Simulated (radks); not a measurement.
The numbers below are computed, except where a source is named.
All-electron atom: Br VII in [Ar] 3d10 4s1. Level of theory: scalar-relativistic Kohn-Sham, OLYP, spin-unpolarised, spherical densities, finite nucleus; Fermi nuclear charge, rms radius 4.1629 fm (a radial shooting solver on a logarithmic mesh with Libxc functionals).

Unscreened Slater integrals over Kohn-Sham orbitals (hartree).

F0(4s,4s): 0.62682
F0(4s,3d): 0.79050
G2(4s,3d): 0.075996
F0(4s,3p): 0.79320
G1(4s,3p): 0.063321
F0(4s,3s): 0.79490
G0(4s,3s): 0.046877
F0(3d,3d): 1.5873
F2(3d,3d): 0.76345
F4(3d,3d): 0.48099
F0(3d,3p): 1.5901
F2(3d,3p): 0.76566
G1(3d,3p): 0.92341
G3(3d,3p): 0.57413
F0(3d,3s): 1.6042
G2(3d,3s): 0.70476
F0(3p,3p): 1.6090
F2(3p,3p): 0.80806
F0(3p,3s): 1.6223
G1(3p,3s): 1.0733
F0(3s,3s): 1.6376
